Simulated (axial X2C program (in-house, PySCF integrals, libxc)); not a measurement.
## What spin–orbit coupling does to GeI⁻

Calculated with an in-house all-electron X2C program for linear molecules (integrals from PySCF). Spin-free means the one-electron spin-free X2C Hamiltonian; two-component (2c) means X2C with spin–orbit coupling and atomic mean-field two-electron Coulomb and Gaunt terms, so the difference of the two also holds small scalar two-electron terms. Basis: I dyall-acv3z [12s13p9d5f1g], Ge dyall-acv3z [10s10p8d5f1g] (cores contracted in-house); Gaussian nuclei, density fitting, unrestricted open shells. Masses: I 126.904 u, Ge 73.921 u.

Spin-free state: M_S = 1, Λ = 0 (beyond evenly filled blocks: π+α, π-α); fragments I- + Ge.

| level | Re (Å) | ωe (cm⁻¹) | De (eV) | μ (D) |
| --- | --- | --- | --- | --- |
| PBE0 | 2.734 | 164.7 | 1.550 | -2.14 |
| HF | 2.868 | 130.9 | 0.905 | -0.96 |
| MP2 | 2.760 | 161.6 | 1.392 | n/a |
| CCSD | 2.781 | 155.3 | 1.346 | n/a |
| CCSD(T) | 2.775 | 158.1 | 1.395 | n/a |
| BHandHLYP | 2.778 | 152.2 | 1.264 | -1.67 |

Correlated methods: 12 electrons correlated (number of frozen shells: I 4 s, 3 p, 2 d; Ge 3 s, 2 p, 1 d), 346 virtual spin orbitals or spinors in MP2, 89 natural virtuals in coupled cluster.

Dipoles are positive if Ge is the positive end and refer to the centre of mass.

Two-component determinant lowest at the distance of the search:

Ω = 1 (⟨Sz⟩ = 1.00, ⟨Lz⟩ = 0.00 at HF); fragments I- + Ge.

```tsv
level	Re (Å)	ωe (cm⁻¹)	μ (D)
PBE0	2.738	163.7	-2.17
HF	2.871	130.2	-0.97
MP2	2.763	161.0	n/a
CCSD	2.784	154.6	n/a
CCSD(T)	2.778	157.3	n/a
BHandHLYP	2.781	151.3	-1.70
```

Problem. From the two tables, how do the constants change at the CCSD(T) level (2c against spin-free)?

Solution. At the CCSD(T) level Re goes up by 0.003 Å and ωe goes down by 0.8 cm⁻¹.

Occupations by symmetry block were frozen at the best pattern of an incomplete PBE0 search. De is counted from the lowest determinant-based energies of the atoms at the same level, without counterpoise correction. De is not given where an atomic determinant may have missed its ground term or J level, or where the truncated virtual space spoils (T). Density functionals use the spin component along the axis (collinear). CCSD and (T) use frozen natural virtuals with an MP2 correction for the truncation; (T) itself is uncorrected, so its De runs slightly low. Other states lie close and PBE0, whose exact exchange favours high spin, may order them wrongly; the determinant shown need not be the ground state. The nearest other spin-free determinant of the search, M_S = 0, Λ = 2, lies 0.72 eV up at the distance of the search. Without a current term, density functionals place determinants with orbital angular momentum somewhat too high. With several unpaired electrons one determinant need not be a pure state. Open-shell Ω = 0 determinants with evenly filled partner blocks cannot be reached by this program, so the Ω shown need not be the lowest component. This is the Ω = 1 component of a π² triplet; the 0⁺ component is not one determinant and can lie lowest. The highest occupied level of some functionals is positive through self-interaction error; at Hartree–Fock it is bound. With the outer-core shells frozen, correlated bond lengths of heavy atoms tend to come out a few hundredths of an ångström too long. Hartree–Fock gets electron affinities wrong, so its lowest charge split need not be the true one.
